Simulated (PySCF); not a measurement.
A geometry optimisation on `C[SiH](C)[SiH2]O`.

Method: PBE0-D3(BJ)/def2-SVP geometry optimisation, gas phase (PySCF 2.14.0). Start geometry: GFN2-xTB. The input is one job of a driver script: a line of settings, then coordinates in Å.

Input:
```
{"job": {"xc": "PBE0", "basis": "def2-SVP", "d3": "d3bj", "grid": 1, "kind": "geom"}, "charge": 0, "multiplicity": 1}
C      1.429064    -1.008833    -0.928278
Si     0.186470     0.403918    -0.615593
C      0.974967     1.593925     0.649929
Si    -1.879921    -0.366398     0.063768
O     -1.551242    -1.150208     1.458820
H      1.057449    -1.698997    -1.680158
H      2.388259    -0.633053    -1.274055
H      1.607314    -1.579489    -0.020944
H      0.053070     1.151004    -1.886817
H      1.135779     1.097840     1.603463
H      0.334837     2.452601     0.832071
H      1.936188     1.967902     0.307136
H     -2.551965    -1.307968    -0.846662
H     -2.894443     0.663549     0.341782
H     -2.230241    -1.577803     1.973625
```

Output:
```
step   0  E = -735.76898279  max force = 0.024339
step   1  E = -735.77466663  max force = 0.004191
step   2  E = -735.77506693  max force = 0.001670
step   3  E = -735.77510848  max force = 0.000524
step   4  E = -735.77511358  max force = 0.000171
optimisation converged
```

Energies in Eh; «max force» is the largest Cartesian gradient component in Eh/bohr.

Q: How much energy does the optimisation release, in eV?

A: E(step 0) − E(last step) = 0.006131 Eh, which is 0.167 eV.

Q: Give the first gradient maximum in eV/Å.

A: With 1 Eh/bohr = 51.422 eV/Å, 1.252 eV/Å.

Main results: final energy -735.77511 Eh after 4 steps; dipole 0.69 D.

Q: Where do the atoms end?

A: 0.076 Å rms from the input after alignment:
```
atom  x, y, z in Å
C1     1.5521   -1.0385   -0.9843
Si2    0.3879    0.4142   -0.6893
C3     1.0917    1.5945    0.6006
Si4   -1.6620   -0.4069    0.0831
O5    -1.2681   -1.2011    1.5108
H6     1.1509   -1.7191   -1.7508
H7     2.5433   -0.6928   -1.3175
H8     1.6789   -1.6111   -0.0524
H9     0.1568    1.1499   -1.9773
H10    1.2096    1.0705    1.5619
H11    0.4214    2.4528    0.7604
H12    2.0760    1.9804    0.2922
H13   -2.3107   -1.3488   -0.8924
H14   -2.6616    0.6868    0.3362
H15   -1.9941   -1.6139    1.9875
```

Q: Estimate the wall time. Hardware: an x86-64 server with one thread, no GPU (shared host).

A: About 40 s.
Labels such as C1 count atoms from 1, the log's own numbers from 0.
